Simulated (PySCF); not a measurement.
Geometry (Å), atoms numbered from 1 in this order:
```xyz
13

O     2.357    0.821   -0.083
B     1.088    0.374   -0.109
C     0.632   -1.150   -0.154
O    -0.730   -1.250   -0.518
C    -1.544   -0.323    0.179
Si   -0.670    1.378   -0.022
H     3.020    0.119   -0.118
H     1.208   -1.767   -0.866
H     0.810   -1.599    0.853
H    -2.553   -0.386   -0.253
H    -1.629   -0.592    1.254
H    -0.892    2.319    1.120
H    -1.086    2.047   -1.295
```

Geometry: PBE0-D3(BJ)/def2-SVP; GIAO absolute shieldings from PySCF 2.14, gas phase, non-relativistic, averaged over equivalent atoms.

At KT2/pcSseg-1 (144 basis functions, 21 s wall time on 1 thread of an Intel Xeon Platinum 8488C, shared host):
```csv
atoms,σ (ppm)
O1,131.7
O4,301.9
B2,34.0
C3,113.1
C5,119.9
Si6,450.9
H7,25.16
H10/H11,27.26
H12/H13,27.55
H8/H9,28.29
```

Q: Predict the values at PBE0/cc-pVTZ on the same geometry.

A: 
| atoms | σ at PBE0/cc-pVTZ | change |
| --- | --- | --- |
| O1 | 145.2 | +13.5 |
| O4 | 318.9 | +17.0 |
| B2 | 33.3 | -0.7 |
| C3 | 117.4 | +4.3 |
| C5 | 126.1 | +6.2 |
| Si6 | 442.7 | -8.2 |
| H7 | 25.49 | +0.33 |
| H10/H11 | 27.55 | +0.29 |
| H12/H13 | 27.60 | +0.05 |
| H8/H9 | 28.35 | +0.06 |

The largest change is at O4 (ether oxygen). Cost: 282 basis functions, 69 s wall time on 1 thread of an Intel Xeon Platinum 8259CL, shared host.

A carbon bonded to boron is broadened by the quadrupolar boron nucleus and is often missing from a measured spectrum.
